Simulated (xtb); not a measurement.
C₇H₄N (SMILES N#Cc1c[c]ccc1), doublet, at a GFN2-xTB geometry. Base run: xtb with GFN2-xTB.

The xtb input:
```
$ xtb mol.xyz --gfn 2 --uhf 1 --json

# file mol.xyz
12

N      3.12695017     0.17847810    -0.06050207
C      1.98232424     0.11014393    -0.03848908
C      0.57465005     0.00976876    -0.01214601
C     -0.02260068    -1.26470428    -0.05592038
C     -1.37978701    -1.30348574    -0.02793518
C     -2.20234233    -0.21683998     0.03854687
C     -1.60073616     1.04160324     0.08151083
C     -0.22394564     1.15050894     0.05622447
H      0.59319330    -2.14938652    -0.10886638
H     -3.27715040    -0.31144000     0.05785957
H     -2.21698202     1.92699796     0.13449851
H      0.24691311     2.12251269     0.08927376
```

The base run was repeated with changes; each row names its change, and settings that it needs were set with it.

| change | ΔE vs base (kcal/mol) | dipole (D) | G_solv (kcal/mol) | SCF cycles |
|---|---|---|---|---|
| base | 0.000 | 3.81 | - | 12 |
| acc = 30 | 0.000 | 3.81 | - | 8 |
| gbsa = acetonitrile | -8.74 | 4.60 | -9.21 | 12 |
| etemp = 10000 | -38.42 | 3.54 | - | 13 |
| alpb = acetonitrile | -8.21 | 4.44 | -8.51 | 12 |
| etemp = 1000 | 0.000 | 3.81 | - | 12 |

ALPB and GBSA are two models with their own fitted parameters for each solvent, which aren't always the measured dielectric constant.
